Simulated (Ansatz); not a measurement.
Ansatz (a program for electronic structure) input (HF/STO-3G):

Ansatz 0.2 input:
```yaml
crystal:
  periodic: [false, false, false]
  atoms:
    - {symbol: Te, position_ang: [0.25471900, 0.08865100, -0.20027200]}
    - {symbol: C, position_ang: [-1.38025400, -0.47857300, 1.09352000]}
    - {symbol: H, position_ang: [-1.02245300, -1.15527200, 1.86365400]}
    - {symbol: H, position_ang: [-2.10754400, -0.99218000, 0.46527800]}
    - {symbol: H, position_ang: [-1.83386200, 0.40905600, 1.52410400]}
basis:
  gaussian:
    orbitals: STO-3G
hamiltonian:
  xc: {name: HF}
magnetization: {spin_polarized: true, initial_magnetization: 1}
relax: {f_tol: 0.003, max_steps: 120}
```

From the output:

```
relax step   2: F+E_penalty+E_count = -179221.59882901 eV  Δ(F+E_penalty+E_count) = -1.832e-2 eV  max|allowed force component| = 6.377e-1 eV/Å  Δτ_max = 0.0452 Å  (142 SCF iters, accepted)
these checks for a lower state are left out or cut short: starts, cluster_reference, orbital_swaps, neighbouring_geometries, increment
integrals: 0.00 GiB planned
414 factors; integrals over basis functions are off by at most 7.1e-6 eV
mean field: 0.12 GiB planned
mean field -179221.60205058 eV, -6586.2723945938 hartree, gradient 3.5e-6 eV, S^2 0.754727; 0 other end points of the search recorded, 0 dependent functions left out
the calculation of the forces begins
reference -179221.60205058 eV, -6586.2723945938 hartree; 31, 30 occupied and 4, 5 virtual orbitals, 414 factors
relax step   3: F+E_penalty+E_count = -179221.60205058 eV  Δ(F+E_penalty+E_count) = -3.222e-3 eV  max|allowed force component| = 1.645e-1 eV/Å  Δτ_max = 0.0239 Å  (34 SCF iters, accepted)
these checks for a lower state are left out or cut short: starts, cluster_reference, orbital_swaps, neighbouring_geometries, increment
integrals: 0.00 GiB planned
414 factors; integrals over basis functions are off by at most 7.5e-6 eV
mean field: 0.12 GiB planned
mean field evaluation 128: about -179221.6054 eV, gradient 1.1e-5 eV
mean field -179221.60537457 eV, -6586.2725167483 hartree, gradient 4.2e-6 eV, S^2 0.754631; 0 other end points of the search recorded, 0 dependent functions left out
the calculation of the forces begins
reference -179221.60537457 eV, -6586.2725167483 hartree; 31, 30 occupied and 4, 5 virtual orbitals, 414 factors
relax step   4: F+E_penalty+E_count = -179221.60537457 eV  Δ(F+E_penalty+E_count) = -3.324e-3 eV  max|allowed force component| = 4.417e-2 eV/Å  Δτ_max = 0.0168 Å  (34 SCF iters, accepted)
these checks for a lower state are left out or cut short: starts, cluster_reference, orbital_swaps, neighbouring_geometries, increment
integrals: 0.00 GiB planned
414 factors; integrals over basis functions are off by at most 7.5e-6 eV
mean field: 0.12 GiB planned
mean field -179221.60541236 eV, -6586.2725181370 hartree, gradient 3.9e-6 eV, S^2 0.754638; 0 other end points of the search recorded, 0 dependent functions left out
the calculation of the forces begins
reference -179221.60541236 eV, -6586.2725181370 hartree; 31, 30 occupied and 4, 5 virtual orbitals, 414 factors
relax step   5: F+E_penalty+E_count = -179221.60541236 eV  Δ(F+E_penalty+E_count) = -3.779e-5 eV  max|allowed force component| = 1.876e-2 eV/Å  Δτ_max = 0.0013 Å  (36 SCF iters, accepted)
these checks for a lower state are left out or cut short: starts, cluster_reference, orbital_swaps, neighbouring_geometries, increment
integrals: 0.00 GiB planned
414 factors; integrals over basis functions are off by at most 7.5e-6 eV
mean field: 0.12 GiB planned
mean field -179221.60541844 eV, -6586.2725183602 hartree, gradient 3.9e-6 eV, S^2 0.754642; 0 other end points of the search recorded, 0 dependent functions left out
the calculation of the forces begins
reference -179221.60541844 eV, -6586.2725183602 hartree; 31, 30 occupied and 4, 5 virtual orbitals, 414 factors
relax step   6: F+E_penalty+E_count = -179221.60541844 eV  Δ(F+E_penalty+E_count) = -6.074e-6 eV  max|allowed force component| = 1.313e-3 eV/Å  Δτ_max = 0.0004 Å  (36 SCF iters, accepted)
integrals: 0.00 GiB planned
414 factors; integrals over basis functions are off by at most 7.5e-6 eV
mean field: 0.12 GiB planned
mean field evaluation 160: about -179221.6054 eV, gradient 3.9e-6 eV
mean field evaluation 192: about -179221.5969 eV, gradient 2.1e-2 eV
mean field evaluation 224: about -179221.5711 eV, gradient 8.5e-3 eV
mean field -179221.60541844 eV, -6586.2725183602 hartree, gradient 3.9e-6 eV, S^2 0.754642; 5 other end points of the search recorded, 0 dependent functions left out
the calculation of the forces begins
reference -179221.60541844 eV, -6586.2725183602 hartree; 31, 30 occupied and 4, 5 virtual orbitals, 414 factors
Total energy: -179221.60541844 eV, -6586.2725183602 hartree
Atom 0 at     0.263146     0.098221    -0.176318 Å, force    -0.000218    -0.000016     0.000448 eV/Å
Atom 1 at    -1.371517    -0.481900     1.057313 Å, force    -0.000413    -0.000065     0.000689 eV/Å
Atom 2 at    -1.025078    -1.134820     1.849930 Å, force    -0.000467     0.000777    -0.001313 eV/Å
Atom 3 at    -2.139000    -1.001654     0.496802 Å, force     0.000537     0.000508     0.001059 eV/Å
Atom 4 at    -1.816945     0.391834     1.518558 Å, force     0.000561    -0.001205    -0.000883 eV/Å
Dipole moment:    -0.216998    -0.075806     0.169308 e Å
```

The geometry given is a B3LYP-D3(BJ)/def2-TZVP minimum.
